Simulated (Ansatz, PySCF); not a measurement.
Lewis adduct: BH3 (SMILES B) (first 4 atoms) with H2O (SMILES O); geometry from B3LYP-D3(BJ)/def2-TZVP, rigid monomers moved along the line of their centres of mass till B1···O5 is 1.56 Å.
(charge 0, multiplicity 1):
```csv
atom,x (Å),y (Å),z (Å)
B,0.2106,0.2493,0.7896
H,0.6172,-0.7672,0.2870
H,-0.8529,0.6372,0.3940
H,1.0372,1.0909,1.0056
O,-0.1515,-0.1934,2.2373
H,-0.8063,-0.9026,2.1931
H,0.6379,-0.5560,2.6604
```

Quantity: the interaction energy.

Monomers are frozen at their geometry in the pair; levels with a basis set take the counterpoise correction.

Cores are frozen in the correlated methods. CBS(a, b) extrapolates the correlation energy as X⁻³ and adds the Hartree–Fock energy of set b.

Programs: Ansatz (Gaussian basis) for Hartree–Fock, density functionals and correlated methods; PySCF for the dispersion terms. Values without a source in brackets are computed.

Costs are ratios of core time to PBE/def2-TZVPPD (roughly 2.2 s), for whole runs (searches for the state included, and forces where a run took them) on one shared machine, so rough; each difference counts from -81.2 kJ/mol (CCSD(T)/CBS(aug-cc-pVDZ, aug-cc-pVTZ), a level with limits of its own).

A star marks coupled-cluster runs past 200 virtual orbitals, where the program's memory plan changes under this machine's limit, so their costs aren't comparable with smaller runs.

```
level                      basis functions   cost
-------------------------  ---------------  -----
PBE/def2-TZVPPD                        162     ×1
PBE-D3(BJ)/def2-TZVPPD                 162     ×1
PBE0/def2-TZVPPD                       162     ×1
PBE0-D3(BJ)/def2-TZVPPD                162     ×1
B3LYP/def2-TZVPPD                      162     ×1
B3LYP-D3(BJ)/def2-TZVPPD               162     ×1
r2SCAN/def2-TZVPPD                     162     ×2
r2SCAN-D3(BJ)/def2-TZVPPD              162     ×2
CCSD(T)/aug-cc-pVDZ                     91     ×3
wB97X-V/def2-TZVPPD                    162     ×3
wB97M-V/def2-TZVPPD                    162     ×3
CCSD(T)/aug-cc-pVTZ                    207  ×200*
```

**Question.** Which is the cheapest listed level whose difference stays within 1.0 kJ/mol?

**Answer.** none of those listed.

**Question.** With a budget of 30 times the cost of PBE/def2-TZVPPD, which level comes closest?

**Answer.** wB97X-V/def2-TZVPPD, at -1.8 kJ/mol; next is B3LYP-D3(BJ)/def2-TZVPPD at 2.8 kJ/mol.

**Question.** With a budget of 10 times the cost of PBE/def2-TZVPPD, which level comes closest?

**Answer.** wB97X-V/def2-TZVPPD, at -1.8 kJ/mol; next is B3LYP-D3(BJ)/def2-TZVPPD at 2.8 kJ/mol.

Each difference (kJ/mol): PBE/def2-TZVPPD -8.3; PBE-D3(BJ)/def2-TZVPPD -11.9; PBE0/def2-TZVPPD -11.3; PBE0-D3(BJ)/def2-TZVPPD -14.3; B3LYP/def2-TZVPPD 8.8; B3LYP-D3(BJ)/def2-TZVPPD 2.8; r2SCAN/def2-TZVPPD -11.9; r2SCAN-D3(BJ)/def2-TZVPPD -12.8; CCSD(T)/aug-cc-pVDZ 25.6; wB97X-V/def2-TZVPPD -1.8; wB97M-V/def2-TZVPPD -5.1; CCSD(T)/aug-cc-pVTZ 4.4.

Ansatz is a quantum-chemistry and plane-wave program.
